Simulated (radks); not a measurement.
Task: Successive ionisation energies (eV) of one element, from differences of total energies of ions in their ground configurations, starting at charge 22: 757.25, 793.20, 829.06, 875.62, 913.21, 950.46, 1066.5, 1109.6, 1915.7, 2004.8, 2095.1, 2186.5, 2278.9, 2399.2, 2496.5, 2594.9, 2694.3, 2794.4, 3124.7, 3213.2, 3300.6, 3416.4. All-electron calculation, scalar-relativistic Kohn-Sham, BLYP, spin-polarised, spherical densities, finite nucleus; open shells are filled with parallel spins first (spin-orbit coupling, left out, can overturn this in heavy ions); Fermi nuclear charge, rms radius 4.8771 fm. Program: a radial shooting solver on a logarithmic mesh with Libxc functionals. Which element is it?

Result: Cerium (Z = 58). The first species listed is Ce22+ in [Kr], the last Ce43+ in [Ne] 3s2 3p3.
